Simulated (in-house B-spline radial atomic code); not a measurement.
Results of a calculation; reference values are marked as such.
**Correlation energy from the adiabatic connection: ω²r²/2 − Z/r, ω = 0.461, Z = 3**

Two electrons in a singlet, external potential ω²r²/2 − Z/r, ω = 0.461, Z = 3 (atomic units). Full CI in B-splines (partial waves to l = 8, correlation up to 0.6 % small) with the density held fixed gives W(λ) = <V_ee>_λ − U, and E_c is the integral of W(λ) − W(0) from 0 to 1.

```
   λ  W(λ) − W(0) (hartree)
   0                0.00000
0.02               -0.00188
0.05               -0.00468
0.12               -0.01113
0.25               -0.02278
 0.4               -0.03574
 0.6               -0.05225
 0.8               -0.06794
   1               -0.08286
```

**Question.** Integrate the table by the trapezoid rule.

**Answer.** The strips give -0.00002, -0.00010, -0.00055, -0.00220, -0.00439, -0.00880, -0.01202, -0.01508, which sum to -0.04316 hartree. The direct value, W(1) − W(0) + T_c with T_c = 0.03965, is -0.04321; the curve is convex, so chords lie above it and the trapezoids fall short in size by 0.11 %.

**Question.** Now use only three numbers: W(0) = -1.6789, the initial slope W'(0) = -0.09427 (extrapolated from the first points) and the strong-coupling limit of the point-charge-plus-continuum model, W∞ = -2.3852. What do second-order theory and the interpolation W(λ) = W∞ + (W(0) − W∞)/√(1 + 2χλ) of Seidl, Perdew and Levy give?

**Answer.** Second order keeps the slope alone: E_c = W'(0)/2 = -0.04714, +9 % in size against -0.04321. Matching the slope fixes χ = W'(0)/(W∞ − W(0)) = -0.09427/(-0.70630) = 0.13347. Integrating, with s = √(1 + 2χ) = 1.125584, E_c = −(W(0) − W∞)(s − 1)/(s + 1) = −0.70630 × 0.125584/2.125584 = -0.04173 hartree, -3.4 % in size against the full result. At λ = 1 the formula gives W − W(0) = -0.07880 against -0.08286. Part of the miss can come from the model's W∞.
